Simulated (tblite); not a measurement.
Compound: C₅H₄ClO (doublet state).
SMILES with atom numbers: `[Cl:1][C:2]1=[CH:3][CH2:4][C:5]=[CH:6][O:7]1` (hydrogens: H8 on C3; H9, H10 on C4; H11 on C6)

Structure used (GFN2-xTB), in Å, numbered top down from 1:
```
atom  x, y, z in Å
Cl1    2.926    0.611   -0.024
C2     1.215    0.382   -0.017
C3     0.669   -0.826    0.021
C4    -0.842   -1.032    0.028
C5    -1.424    0.311   -0.007
C6    -0.830    1.465   -0.042
O7     0.574    1.568   -0.052
H8     1.288   -1.707    0.047
H9    -1.142   -1.580    0.929
H10   -1.145   -1.627   -0.841
H11   -1.285    2.439   -0.068
```

Calculated harmonic vibrations of the isolated species, GFN2-xTB (tblite), most abundant isotopes, no scaling. The method is semi-empirical: single wavenumbers can be off by several per cent or more. Open shells enter through the occupations alone, without spin polarisation, and single modes of such species can be off by tens of per cent. The optimisation stopped once no atom felt more than 0.01 eV/Å.

Lowest wavenumbers of the output (negative numbers stand for imaginary wavenumbers):
```
mode    cm-1
  1     -25.8
  2     174.6
  3     262.1
  4     334.5
  5     383.4
  6     495.2
  7     516.8
  8     673.2
  9     741.3
 10     784.5
 11     906.1
 12     936.6
 13     977.2
 14     980.6
 15     991.2
```

Problem. Is this structure a minimum?

Solution. Not by this Hessian. 1 mode is imaginary beyond 20i (26i cm⁻¹), so at this level the point lies at or near a first-order saddle. The curvature is small, so loose convergence or finite differences may be the whole cause.

Problem. Which atoms move in the imaginary mode?

Solution. 26i: O7 (oxygen bonded to 2 C) 39 %, C6 (carbon bonded to C, O and H) 12 %. These are shares of the mass-weighted motion.

Problem. What is the remedy?

Solution. Step along that mode in both directions, optimise again with tighter thresholds and repeat the frequencies. The zero-point energy of this point (45.7 kcal/mol) counts the 26 real modes alone, and thermal corrections from it aren't those of a minimum.

Run on one thread of an x86-64 server (shared host). This covers the Hessian and the dipole derivatives.
